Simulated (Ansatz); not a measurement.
Computed with Ansatz on PBE0-D4/def2-TZVP structures; ΔE is electronic, products minus reactants. CCSD(T)/CBS adds triple-zeta CCSD(T) − MP2 to the extrapolated MP2 energy (def2 sets, frozen cores). This one scheme is used for every species. Functionals use def2-TZVPP. For Ga outer-core shells are correlated without core-valence functions, which leaves a few kJ/mol of doubt a bond. Scalar relativity is left out up to krypton. Each species was taken in one conformer, which may not be the lowest.

Consider the ligand exchange at a Ga–F bond: `[CH3][GaH][F]` + `SS` → `[CH3][GaH][S]S` + H–F.

(1) Is it downhill or uphill in electronic energy at CCSD(T)/CBS, and by how much? (An estimate is asked.)

(2) What do these levels give: PBE, PBE0, MP2/def2-TZVPP, CCSD(T)/def2-TZVPP, MP2/def2-QZVPP, CCSD/CBS(def2)? (An estimate is asked.)

Largest T1 diagnostic among the species: 0.013.

## Answers

(1) The calculation gave: Nearly level: ΔE = -0.6 kcal/mol.

(2) Computed: PBE 1.8, PBE0 1.1, MP2/def2-TZVPP -0.4, CCSD(T)/def2-TZVPP 0.9, MP2/def2-QZVPP -1.0, CCSD/CBS(def2) 0.4 kcal/mol.

The D4 term adds −3.1 kcal/mol with B3LYP and −1.7 kcal/mol with PBE0; it sums over pairs of atoms, weighted by their polarisabilities, and B3LYP, whose exchange is more repulsive, gets the larger term. In def2-TZVPP, CCSD(T) changes the Hartree–Fock value by −5.3 kcal/mol (the triples alone add −1.0 kcal/mol) and MP2 by −6.6 kcal/mol.

B3LYP here is the variant with VWN-RPA as its local correlation; programs differ in this.
